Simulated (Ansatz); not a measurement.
`[NH2][Hf]([F])([F])[Cl]` + `[SbH2][I]` → `[F][Hf]([F])([Cl])[I]` + `[NH2][SbH2]`  (redistribution)

Computed with Ansatz on PBE0-D4/def2-TZVP structures; ΔE is electronic, products minus reactants. CCSD(T)/CBS adds triple-zeta CCSD(T) − MP2 to the extrapolated MP2 energy (def2 sets, frozen cores). Functionals use def2-TZVPP. B3LYP here is the variant with VWN-RPA as its local correlation; programs differ in this. HSE06 is defined as in plane-wave codes. Elements past krypton have def2 core potentials. For Hf, I, Sb outer-core shells are correlated without core-valence functions, which leaves a few kJ/mol of doubt a bond. One conformer a species, not always the lowest.

```tsv
level	ΔE (kcal/mol)	difference from CCSD(T)/CBS
PBE-D4	10.1	0.7
revPBE-D4	9.6	0.2
r2SCANh-D4	9.4	0.0
r2SCAN0-D4	9.6	0.2
ωB97M-V	9.5	0.1
PBE-QIDH	8.2	-1.2
revPBE	10.2	0.8
BLYP	11.1	1.7
B3LYP	11.0	1.6
r2SCANh	9.4	0.0
r2SCAN0	9.7	0.3
HSE06	10.1	0.7
HF/def2-SVP	15.0	5.6
CCSD/def2-SVP	14.1	4.7
HF/def2-QZVPP	9.5	0.1
HF/CBS(def2)	9.5	0.1
CCSD(T)/CBS	9.4	0
```

Largest T1 diagnostic among the species: 0.015.

At CCSD(T), def2-SVP lies +3.7 kcal/mol from the extrapolated value and def2-TZVPP −2.4 kcal/mol. In def2-TZVPP, CCSD(T) changes the Hartree–Fock value by −2.6 kcal/mol (the triples alone add −0.8 kcal/mol) and MP2 by −3.1 kcal/mol.
